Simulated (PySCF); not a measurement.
CH8Ge2, SMILES [GeH2]([GeH3])[CH3].

The structure is a stationary point at PBE-D3(BJ)/def2-SVP. This is a generated structure with no PubChem entry under its InChIKey; it may be hypothetical.

All values below come from PySCF with PBE/def2-TZVP.

Gas-phase values at a fixed geometry.

total energy: -4196.23504 hartree
point group: Cs
highest occupied level: -6.81 eV
lowest empty level: -0.41 eV
orbital gap: 6.40 eV
dipole moment: 0.86 D
quadrupole, principal values (traceless, Buckingham form, about the centre of nuclear charge): -1.58, 0.03, 1.54 D·Å
mean static polarisability: 83.0 bohr³ (12.31 Å³)
polarisability, principal values: 71.4, 78.2, 99.6 bohr³
